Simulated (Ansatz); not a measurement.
Method: frozen-core CCSD(T)/cc-pVQZ // PBE0-D3(BJ)/def2-TZVP (Ansatz, a program for electronic structure). The restricted HF reference is unstable towards unrestricted orbitals.

Ansatz 0.2 input:
```yaml
crystal:
  periodic: [false, false, false]
  atoms:
    - { symbol: N, position_ang: [2.283652, 0.06209, -0.829028] }
    - { symbol: Si, position_ang: [0.876988, 0.643105, -0.329232] }
    - { symbol: Si, position_ang: [-1.259618, -0.309054, -0.526944] }
    - { symbol: H, position_ang: [2.314486, -0.834821, -1.299332] }
    - { symbol: H, position_ang: [0.921319, 1.962535, 0.34928] }
    - { symbol: H, position_ang: [-1.846161, -0.511025, 0.824876] }
    - { symbol: H, position_ang: [-2.147363, 0.6007, -1.299347] }
    - { symbol: H, position_ang: [-1.143317, -1.613539, -1.225762] }
basis:
  gaussian: { orbitals: cc-pVQZ }
correlation:
  method: ccsd_t
```

Output:

```
Functional definition: HF
1885 factors; integrals over basis functions are off by at most 9.0e-4 eV
mean field evaluation 1: about -17280.5634 eV, gradient 4.5e1 eV
mean field evaluation 2: about -17280.6527 eV, gradient 4.5e1 eV
mean field evaluation 4: about -17285.5907 eV, gradient 4.2e0 eV
mean field evaluation 8: about -17285.6959 eV, gradient 3.8e-1 eV
mean field evaluation 16: about -17285.6978 eV, gradient 2.9e-6 eV
mean field -17285.69782753 eV, -635.2376784948 hartree, gradient 2.9e-6 eV, S^2 0.000000; 0 other end points of the search recorded, 0 dependent functions left out; unrestricted orbitals would lower it
11 core orbitals not correlated
reference -17285.69782753 eV, -635.2376784948 hartree; 9, 9 occupied and 303, 303 virtual orbitals, 1885 factors
second order -13.34628282 eV of doubles, -0.00000000 eV of singles
cycle   1  -13.66003781 eV  change   -3.1e-1 eV  update   1.1e-1
cycle   2  -14.09443899 eV  change   -4.3e-1 eV  update   3.9e-2
cycle   3  -14.24021759 eV  change   -1.5e-1 eV  update   2.3e-2
cycle   4  -14.22849610 eV  change    1.2e-2 eV  update   6.0e-3
cycle   5  -14.22718636 eV  change    1.3e-3 eV  update   3.3e-3
cycle   6  -14.22788146 eV  change   -7.0e-4 eV  update   1.0e-3
cycle   7  -14.22762415 eV  change    2.6e-4 eV  update   4.5e-4
cycle   8  -14.22764217 eV  change   -1.8e-5 eV  update   1.8e-4
cycle   9  -14.22773050 eV  change   -8.8e-5 eV  update   6.4e-5
cycle  10  -14.22772400 eV  change    6.5e-6 eV  update   2.4e-5
cycle  11  -14.22771084 eV  change    1.3e-5 eV  update   1.1e-5
perturbative correction -0.67060022 eV, -0.0246441035 hartree
Total energy: -17300.59613859 eV, -635.7851813279 hartree
```

Cost: very roughly 20 core-minutes.
